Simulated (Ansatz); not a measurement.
Calculated with Ansatz (gas phase, PBE0-D4/def2-TZVP geometries, no zero-point term in ΔE). CCSD(T)/CBS is the MP2 limit (def2-TZVPP, def2-QZVPP) plus CCSD(T) − MP2 in def2-TZVPP, frozen cores. Functionals use def2-TZVPP. For Ga outer-core shells are correlated without core-valence functions, which leaves a few kJ/mol of doubt a bond. Scalar relativity is left out up to krypton. Each species was taken in one conformer, which may not be the lowest.

`CO[SiH](F)O[SiH2]F` + `[SiH3][N]([SiH3])[GaH2]` → `F[SiH2][N]([SiH3])[GaH2]` + `CO[SiH](F)O[SiH3]`  (redistribution)

`CO[SiH](F)O[SiH2]F`:

Cartesian coordinates in Å:
```
C 0.126 2.065 -0.169
O -0.670 1.275 0.691
Si -0.217 -0.091 1.425
F -1.494 -0.606 2.205
O 0.241 -1.233 0.366
Si 0.062 -1.971 -1.066
F 0.298 -0.900 -2.226
H -0.435 2.969 -0.408
H 1.066 2.356 0.311
H 0.349 1.533 -1.098
H 0.881 0.106 2.384
H 1.103 -3.008 -1.195
H -1.311 -2.494 -1.221
```

`[SiH3][N]([SiH3])[GaH2]`:

Z-matrix (Å, degrees):
```
Si
N 1 1.735
H 1 1.485 2 109.3
H 1 1.490 2 110.9 3 120.3
H 1 1.489 2 111.0 3 -120.3
Si 2 1.735 1 119.0 3 -178.3
Ga 2 1.854 1 120.5 3 1.8
H 6 1.489 2 111.0 1 60.8
H 6 1.485 2 109.3 1 -178.8
H 6 1.490 2 110.9 1 -58.5
H 7 1.559 2 116.1 1 179.9
H 7 1.559 2 116.1 1 -0.0
```

`F[SiH2][N]([SiH3])[GaH2]`:

Cartesian coordinates in Å:
```
F 1.678 1.216 1.677
Si 1.278 -0.207 1.059
N -0.090 -0.076 0.042
Si 0.047 0.491 -1.598
Ga -1.789 -0.452 0.705
H 0.962 -1.091 2.204
H 2.462 -0.673 0.301
H -0.727 1.745 -1.799
H -0.474 -0.523 -2.553
H 1.478 0.755 -1.900
H -2.946 -0.274 -0.327
H -1.878 -0.909 2.190
```

`CO[SiH](F)O[SiH3]`:

Z-matrix (Å, degrees):
```
C
O 1 1.412
H 1 1.090 2 108.1
H 1 1.094 2 111.1 3 119.3
H 1 1.095 2 111.4 3 -119.1
Si 2 1.621 1 125.6 3 175.7
O 6 1.608 2 107.9 1 175.4
F 6 1.592 2 109.3 1 56.3
H 6 1.472 2 112.8 1 -62.2
Si 7 1.644 6 144.6 2 -22.3
H 10 1.482 7 107.5 6 -167.0
H 10 1.484 7 109.8 6 73.6
H 10 1.484 7 110.3 6 -47.3
```

**Question.** Is it downhill or uphill in electronic energy at CCSD(T)/CBS, and by how much? (Estimate.)

**Answer.** Ansatz gave: Nearly level: ΔE = -0.01 eV.

**Question.** What do these levels give: B2PLYP, r2SCAN, SCS-MP2/def2-TZVPP, HF/def2-QZVPP, MP2/def2-QZVPP, CCSD/CBS(def2)? (Estimate.)

**Answer.** Computed: B2PLYP -0.02, r2SCAN -0.01, SCS-MP2/def2-TZVPP -0.02, HF/def2-QZVPP -0.05, MP2/def2-QZVPP -0.01, CCSD/CBS(def2) -0.01 eV.

Largest T1 diagnostic among the species: 0.014.

In def2-TZVPP, CCSD(T) changes the Hartree–Fock value by +0.04 eV (the triples alone add +0.01 eV) and MP2 by +0.04 eV.
